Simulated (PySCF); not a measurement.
SnF₄, SMILES [F][Sn]([F])([F])[F].

Geometry: PBE0-D3(BJ)/def2-SVP. The isomer is the one that the SMILES or the coordinates give; other isomers of the formula were not compared. The def2 effective core potentials stand for the cores of Sn; spin–orbit coupling is left out.

These are PBE0-D3(BJ)/def2-SVP (PySCF 2.14.0) values and carry that method's errors.

Frequencies are harmonic and unscaled.

Modes within 1.5 cm⁻¹ of each other (mostly degenerate sets) share a row, with their intensities summed.

| mode | ν (cm⁻¹) | IR (km/mol) | Raman (Å⁴/amu) | depolarisation | moving atoms (share of kinetic energy) |
|---|---|---|---|---|---|
| 1–2 | 136 | 0.0 | 2.1 | 0.75 | F 100 % |
| 3–5 | 183 | 146.1 | 3.2 | 0.75 | F 79 %, Sn 21 % |
| 6 | 647 | 0.0 | 17.0 | 0.00 | F 100 % |
| 7–9 | 695 | 191.6 | 8.4 | 0.75 | F 82 %, Sn 18 % |
